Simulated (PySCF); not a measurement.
# SiB3H7N3ClO

SiB3H7N3ClO is a molecule, neutral, singlet. The structure, one conformer, was relaxed in the gas phase by PBE0-D3(BJ)/def2-SVP. No frequency run checks that it is a minimum.

SMILES: Cl[SiH2]OB1NBNBN1

```csv
atom,x (Å),y (Å),z (Å)
N1,0.384,-1.281,0.549
B2,0.793,-1.370,1.911
N3,0.598,-0.221,2.735
B4,0.020,0.988,2.243
N5,-0.374,1.023,0.874
B6,-0.203,-0.098,0.004
O7,-0.577,-0.083,-1.326
Si8,-1.331,0.775,-2.498
Cl9,-1.698,2.720,-1.868
H10,0.508,-2.078,-0.062
H11,1.287,-2.383,2.350
H12,0.883,-0.264,3.704
H13,-0.131,1.950,2.960
H14,-0.782,1.872,0.501
H15,-0.452,0.850,-3.690
H16,-2.644,0.157,-2.809
```

Shieldings: GIAO PBE0/pcSseg-1. Shifts are against computed references at the same level: H TMS (σ 31.27 ppm), Si TMS (σ 352.0 ppm). Core levels by delta-SCF with SCAN, pcX-2 on the ionised atom and pcseg-1 elsewhere, spin-free X2C; from the vacuum level, for chosen atoms.

Give the NMR and core-level values of the distinct atoms.


| atoms | bonded to | σ (ppm) | δ (ppm) | core level (eV) |
| --- | --- | --- | --- | --- |
| N1 | 2 B + 1 H | 138.2 | - | 1s 404.60 |
| B2 | 2 N + 1 H | 72.0 | - | 1s 195.77 |
| N3 | 2 B + 1 H | 124.7 | - | - |
| B4 | 2 N + 1 H | 72.1 | - | - |
| N5 | 2 B + 1 H | 139.6 | - | 1s 404.55 |
| B6 | 2 N + 1 O | 79.2 | - | 1s 197.05 |
| O7 | 1 B + 1 Si | 229.7 | - | 1s 538.39 |
| Si8 | 1 Cl + 1 O + 2 H | 371.6 | -19.6 | - |
| Cl9 | 1 Si | 904.1 | - | - |
| H10 | 1 N | 26.56 | 4.71 | - |
| H11 | 1 B | 26.54 | 4.73 | - |
| H12 | 1 N | 25.92 | 5.35 | - |
| H13 | 1 B | 26.54 | 4.73 | - |
| H14 | 1 N | 25.84 | 5.42 | - |
| H15 | 1 Si | 25.73 | 5.54 | - |
| H16 | 1 Si | 25.69 | 5.57 | - |

Values are those of this one static structure; atoms that internal rotation interchanges would show their mean in an NMR spectrum.

The core-hole state of B2 is spin-contaminated (⟨S²⟩ 0.81 against 0.75 for a pure doublet), so that value and differences from it are less sure.

By CAM-B3LYP/def2-SVPD (TDDFT singlets, Tamm-Dancoff triplets, ionisation by delta-SCF), where does absorption start, and what does vertical ionisation take?

The lowest singlet lies at 7.00 eV (f 0.027), the strongest of the first 6 at 7.96 eV (f 0.196), the lowest triplet at 6.48 eV; vertical ionisation takes 9.94 eV.
